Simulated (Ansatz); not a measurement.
The same path of AlClFH$_{5}$N$_{2}$ (10 atoms, charge 0, multiplicity 1) was run twice with different band settings.

Level of theory: RKS PBE0/def2-SVP (Ansatz 0.2.0).

Relaxed end points:

```xyz
10
Properties=species:S:1:pos:R:3
Al -0.081 0.140 0.145
F -0.215 -0.682 1.608
Cl 1.827 0.066 -0.819
N -1.526 0.191 -0.909
H -2.396 -0.250 -0.630
H -1.449 0.146 -1.919
N 0.054 1.993 0.957
H 0.924 2.454 0.687
H -0.732 2.563 0.642
H 0.025 1.928 1.975
```

```xyz
10
Properties=species:S:1:pos:R:3
Al -0.085 0.140 0.150
F -0.211 -0.678 1.616
Cl 1.819 0.065 -0.821
N -1.522 0.188 -0.912
H -1.440 0.115 -1.920
H -2.407 -0.221 -0.630
N 0.053 1.994 0.955
H 0.931 2.443 0.693
H -0.722 2.574 0.631
H 0.014 1.931 1.974
```

Common settings: movable images 7; climbing image yes; optimiser quadratic models (default); start path through a guess of the saddle point; force threshold 0.05 eV/Å; iteration limit 60; end points relaxed.

| run | spring |
| --- | --- |
| 1 | 5.0 eV/Å² |
| 2 | 2.0 to 10.0 eV/Å², energy-weighted |

Task: What does each run give, and how far can it be trusted?

Result: Run 1: converged after 15 iterations, highest image 0.153 eV above the first end. A vibrational analysis at the climbing image gives one clearly imaginary mode, 273i cm⁻¹: a first-order saddle point.
Run 2: converged after 14 iterations, highest image 0.153 eV above the first end. Another band between the same ends (7 images) ends at a top of the same energy, where a vibrational analysis finds 1 clearly imaginary mode.
